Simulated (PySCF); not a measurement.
Input file for PySCF: R-MP2/6-31G* on CH4Se2 (SMILES C[Se][SeH]), a point of a torsion scan.

```python
from pyscf import gto, scf, dft, mp
from pyscf.data.elements import chemcore

mol = gto.M(
    atom='''
    C    -1.09599647   -0.11312557    0.06824531
    Se    0.14710585    0.90527942   -1.07977672
    Se   -1.00526585    2.85945547   -1.34991769
    H    -1.66082734   -0.81377814   -0.53996491
    H    -1.75913908    0.58315403    0.57188033
    H    -0.49997791   -0.65467342    0.79709797
    H    -1.72887013    2.51398916   -2.56947458
    ''',
    basis='6-31g*',
    cart=True,
    charge=0, spin=0, verbose=3, max_memory=1800)
mf = scf.RHF(mol)
mf.conv_tol = 1e-8
mf.max_cycle = 100
mf.kernel()
if not mf.converged:
    mf = mf.newton().run(mf.mo_coeff, mf.mo_occ)
pt = mp.MP2(mf, frozen=chemcore(mol)).run()
```

Task: Give the final energy of this run.

Result: -4839.9427 hartree.
